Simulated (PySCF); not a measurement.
SiF₂ClBr, SMILES Cl[Si](F)(Br)F. Geometry optimised at PBE0-D3(BJ)/def2-SVP. This is a generated structure with no PubChem entry under its InChIKey; it may be hypothetical.

These are PBE0-D3(BJ)/def2-SVP run with PySCF values and carry that method's errors.

Harmonic wavenumbers (cm⁻¹): 143, 185, 252, 259, 300, 454, 635, 913, 996. Rotational constants (GHz): 2.732, 1.257, 1.096; symmetry number 1.

Work out the zero-point energy and the ideal-gas rigid-rotor harmonic-oscillator thermochemistry at 298.15 K and 1 atm.

ZPE = ½ Σ hcν = ½ × 4137 cm⁻¹ = 5.91 kcal/mol. H − E(el) = 10.23 kcal/mol. Entropy in cal/(mol K): translation 41.49, rotation 28.84, vibration 11.24, total 81.57. G − E(el) = -14.09 kcal/mol. Cp = 20.07 cal/(mol K). Modes under 150 cm⁻¹ make the vibrational entropy uncertain.
